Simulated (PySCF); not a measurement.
NICS in rings of unrelated molecules.

NICS is the negative of the GIAO shielding at a point without a nucleus: at the ring centre (0) and 1 Å above and below it (1); zz is the component along the ring normal. Level: GIAO PBE0/pcSseg-1 (PySCF, non-relativistic, gas phase) on the GFN2-xTB geometries, one conformer each. Atom numbers follow the mapped SMILES.

Task: Order these rings by mean NICS(1)zz, lowest (most negative) first (ppm).
A. ring P2–C4–C5–C6–C8 in `[CH3:1][P@:2]1(=[S:3])[CH2:4][CH:5]=[C:6]([SiH3:7])[CH2:8]1`
B. ring C2–C3–C4 in `[CH3:1][C@@H:2]1[CH:3]=[C:4]1[SiH2:5][Cl:6]`
C. ring C2–C3–C4–C5–O9 in `[F:1][c:2]1[cH:3][cH:4][c:5]([CH:6]([F:7])[F:8])[o:9]1`
D. ring C4–C5–C6 in `[F:1][C@@H:2]1[CH2:3][C@@:4]12[CH2:5][C@H:6]2[Cl:7]`
E. ring C5–C6–C7 in `[CH2:1]=[C:2]([F:3])[CH2:4][c+:5]1[cH:6][cH:7]1` (charge +1)
F. ring C3–C4–C5–C6 in `[Cl:1][SiH2:2][C@H:3]1[CH:4]=[CH:5][CH2:6]1`
G. ring C4–C5–Si6 in `[Cl:1][CH2:2]/[CH:3]=[C:4]1\[CH2:5][SiH2:6]1`

Result: E (-26.0), C (-23.4), D (-18.0), B (-15.7), G (-13.4), A (-2.2), F (-0.2).

```csv
SMILES,ring,NICS(0),NICS(1),NICS(1)zz,HOMA,rms pucker (Å),ring atoms with four or more neighbours
C=C(F)C[c+]1cc1,3-membered carbocycle; bonds drawn aromatic by RDKit's count,-23.2,-14.2,-26.0,0.94,0.00,0
Fc1ccc(C(F)F)o1,5-membered ring with O; formal bonds all aromatic,-12.9,-9.6,-23.4,0.45,0.00,0
F[C@@H]1C[C@@]12C[C@H]2Cl,3-membered carbocycle; formal bonds all single,-38.6,-6.8,-18.0,–,0.00,3
C[C@@H]1C=C1[SiH2]Cl,"3-membered carbocycle; formal bonds 1 double, 2 single",-28.5,-7.5,-15.7,–,0.00,1
ClC/C=C1\C[SiH2]1,3-membered ring with Si; formal bonds all single,-16.1,-7.2,-13.4,–,0.00,2
C[P@]1(=S)CC=C([SiH3])C1,"5-membered ring with P; formal bonds 1 double, 4 single",-2.2,-3.4,-2.2,–,0.14,3
Cl[SiH2][C@H]1C=CC1,"4-membered carbocycle; formal bonds 1 double, 3 single",0.8,-2.1,-0.2,–,0.01,2
```

NICS(0) gives another order. The isotropic NICS(1) gives another order. HOMA uses Krygowski's 1993 parameters; it is left out where a ring has a four-coordinate atom, a triple bond, no multiple bond or a kind of bond without parameters. NICS(1) and NICS(1)zz are means over the two faces.
